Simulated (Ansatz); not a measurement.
The same ligand exchange along the group F, Cl, Br.

Program: Ansatz. Geometries: PBE0-D4/def2-TZVP. ΔE: electronic, gas phase. CCSD(T)/CBS adds triple-zeta CCSD(T) − MP2 to the extrapolated MP2 energy (def2 sets, frozen cores). This one scheme is used for every species. Functionals use def2-TZVPP. For Br, Ge outer-core shells are correlated without core-valence functions, which leaves a few kJ/mol of doubt a bond. Scalar relativity is left out up to krypton. Each species was taken in one conformer, which may not be the lowest.

| reaction | revPBE-D4 (kJ/mol) | r2SCAN-D4 (kJ/mol) | CCSD(T)/CBS(def2) (kJ/mol) |
| --- | --- | --- | --- |
| `[F][Ge][SH]` + NH₃ → `[NH2][Ge][SH]` + H–F | 46 | 49 | 39 |
| `[SH][Ge][Cl]` + NH₃ → `[NH2][Ge][SH]` + HCl | 60 | 56 | 51 |
| `[SH][Ge][Br]` + NH₃ → `[NH2][Ge][SH]` + HBr | 69 | 65 | 62 |

Largest T1 diagnostic: 0.015, for `[F][Ge][SH]`.
